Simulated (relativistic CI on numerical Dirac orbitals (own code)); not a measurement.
Calculated at this level of theory: Dirac-Coulomb-Breit CI, separate exchange-only KLI orbitals for each configuration, model QED, unscaled Slater integrals (own radial code, finite nucleus).

The strongest absorption lines from the ground level of an ion, among the configurations computed and to levels below about 727 eV (vacuum wavelength in nm, gf): 3.5450 (3.3), 3.5797 (1.1), 3.6311 (1.1), 3.8593 (1.9), 4.7607 (3.7), 5.1998 (0.85), 5.3786 (1.5), 5.5542 (0.77).

**Question.** Which ion is it?
A. Hf35+
B. Hg43+
C. Os39+
D. Hg41+

**Answer.** B. Hg43+ has 37 electrons and the ground level 4s²4p⁶4d ²D3/2; the strongest line goes to 4s²4p⁶4f ²F°5/2. The pattern of lines fixes the number of electrons, and along that sequence the line energies rise steadily with the charge (about as its square where n changes within one kind of shell, about linearly where n is kept but much faster in heavy ions where fine structure, which grows about as Z⁴, sets the gap, and irregularly where shells cross), which fixes Z. Configurations outside the model, such as inner-shell arrays, can give stronger lines. At this charge energies of transitions that change n are usually good to better than 1 %, and those within a shell (Δn = 0) to a few per cent.

LS names give the leading component of a level, which can be under half, so a name can repeat, a term be missing and a line seem to break the LS rules.
